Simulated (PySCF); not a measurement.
Compound: bromochlorofluoromethane, CHBrClF.
Atom-mapped SMILES: `[F:1][C@@H:2]([Cl:3])[Br:4]` (hydrogens: H5 on C2)

Computed by this run: PBE0-D3(BJ)/def2-SVP geometry optimisation, gas phase in PySCF; density fitting, grid level 1; the optimiser is geomeTRIC in internal coordinates, started from a GFN2-xTB structure with every atom displaced at random (about 0.01 Å).

Step 2: E = -86307.3797 eV
```
atom  x, y, z in Å  |  force x, y, z in eV/Å
F1     -0.0387    0.2588   -1.3805   -0.215  -0.049   0.284
C2      0.0139   -0.1070   -0.0957    1.921   0.674  -0.201
Cl3     1.2504    0.9628    0.7501   -0.793  -0.372  -0.338
Br4    -1.6810   -0.0359    0.7130   -0.447  -0.034   0.216
H5      0.4909   -1.0917   -0.0159   -0.467  -0.220   0.040
```

Step 3: E = -86307.4690 eV
```
atom  x, y, z in Å  |  force x, y, z in eV/Å
F1     -0.0369    0.2715   -1.3727    0.104  -0.107  -0.082
C2      0.0716   -0.1030   -0.1025    0.286   0.520   0.233
Cl3     1.2139    0.9809    0.7430   -0.198  -0.298  -0.202
Br4    -1.6645   -0.0343    0.7207   -0.187  -0.088   0.109
H5      0.4515   -1.1283   -0.0175   -0.006  -0.026  -0.057
```

Task: Estimate the geometry and energy of step 4. (The exact step hangs on the optimiser's Hessian estimate; all steps are aligned on step 3, rigid shifts and turns removed.)

Result: E = -86307.4788 eV, largest force 0.166 eV/Å
```
atom  x, y, z in Å  |  force x, y, z in eV/Å
F1     -0.0207    0.2649   -1.3773   -0.038   0.066  -0.081
C2      0.0796   -0.0851   -0.1002   -0.042  -0.066   0.146
Cl3     1.2140    0.9723    0.7343   -0.022  -0.009  -0.016
Br4    -1.6779   -0.0469    0.7335    0.092   0.015  -0.071
H5      0.4405   -1.1182   -0.0193    0.010  -0.005   0.023
```

The energy changes by -0.0098 eV. The first-order estimate −F·Δx gives -0.0241 eV and the mean of the old and new forces, exact on a quadratic surface, -0.0100 eV. The step makes an angle of 42° with the force vector and moves no atom by more than 0.022 Å.

What follows is the cost of the whole optimisation. On an Arm Neoverse V2 with one thread, on a shared host, this took 15 s and 0.35 GiB of memory at its peak.
